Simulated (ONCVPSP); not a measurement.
# boron (B), ONCV: configuration errors across variants

```json
{
  "Element": "B (Z = 5)",
  "Generator": "ONCVPSP 4.0.1",
  "Type": "optimised norm-conserving Vanderbilt (ONCV)",
  "Functional": "PBE",
  "Relativity": "scalar-relativistic",
  "Frozen core": "[He]",
  "Valence charge": "3",
  "Reference configuration": "2s1.5 2p1.5",
  "Partial waves": "2s: rc 1.60 bohr, ncon 4, nbas 9, qcut 5 1/bohr, 3 projectors, debl 3.3 Ha; 2p: rc 2.85 bohr, ncon 5, nbas 10, qcut 5.1 1/bohr, 1 projector; d scattering state at 0.1 Ha: rc 2.35 bohr, ncon 4, nbas 8, qcut 3.7 1/bohr, 2 projectors, debl 3.6 Ha",
  "Local potential": "polynomial inside 1.00 bohr (lpopt 5, dvloc0 0 Ha)",
  "Core correction": "polynomial model core, fcfact 0.3"
}
```

All-electron excitation energies from the reference (eV): (1) 2s2 2p1 -2.922; (2) 2s2 2p0 5.297; (3) 2s1 2p0 30.719; (4) 2s2 2p0.5 -0.035.

A true bound ghost makes a file unfit for plane-wave use even where its test errors are small: the radial tests pick states by their node count and pass the ghost by.

Errors AE − PS in meV (a dash: test not solved or not reliable):

```csv
change,(1),(2),(3),(4),bound ghosts,GHOST(+) flags above zero
base,-2.8,+77,+259,+13,d,none
"all radii but the core radius scaled by about 0.80 (s 1.28, p 2.28, d 1.88 bohr); local potential polynomial inside 0.80 bohr (lpopt 5, dvloc0 0 Ha)",-0.8,+44,+162,+7.9,none,"s, d"
"all radii but the core radius scaled by about 0.85 (s 1.36, p 2.42, d 2.00 bohr); local potential polynomial inside 0.84 bohr (lpopt 5, dvloc0 0 Ha)",-1.3,+51,+182,+9.0,p,"s, d"
"all radii but the core radius scaled by about 0.90 (s 1.44, p 2.56, d 2.10 bohr); local potential polynomial inside 0.90 bohr (lpopt 5, dvloc0 0 Ha)",-1.7,+59,+206,+10,none,d
"all radii but the core radius scaled by about 0.95 (s 1.52, p 2.72, d 2.24 bohr); local potential polynomial inside 0.96 bohr (lpopt 5, dvloc0 0 Ha)",-2.3,+68,+233,+12,d,none
"all radii but the core radius scaled by about 1.04 (s 1.66, p 2.96, d 2.44 bohr); local potential polynomial inside 1.04 bohr (lpopt 5, dvloc0 0 Ha)",-3.2,+85,+280,+15,none,none
"all radii but the core radius scaled by about 1.07 (s 1.72, p 3.06, d 2.52 bohr); local potential polynomial inside 1.08 bohr (lpopt 5, dvloc0 0 Ha)",-3.7,+93,+305,+16,none,d
"all radii but the core radius scaled by about 1.14 (s 1.82, p 3.26, d 2.68 bohr); local potential polynomial inside 1.14 bohr (lpopt 5, dvloc0 0 Ha)",-4.8,+112,+356,+20,none,d
"all radii but the core radius scaled by about 1.27 (s 2.04, p 3.62, d 2.98 bohr); local potential polynomial inside 1.28 bohr (lpopt 5, dvloc0 0 Ha)",-7.0,+150,+460,+27,none,none
"all radii but the core radius scaled by about 1.33 (s 2.12, p 3.78, d 3.12 bohr); local potential polynomial inside 1.32 bohr (lpopt 5, dvloc0 0 Ha)",-8.2,+170,+514,+30,none,none
```

(1) Give the same row for: all radii but the core radius scaled by about 1.19 (s 1.90, p 3.38, d 2.80 bohr); local potential polynomial inside 1.18 bohr (lpopt 5, dvloc0 0 Ha).

Answers

(1) -5.5, +124, +389, +22; bound ghosts: none; GHOST(+) flags above zero: none.
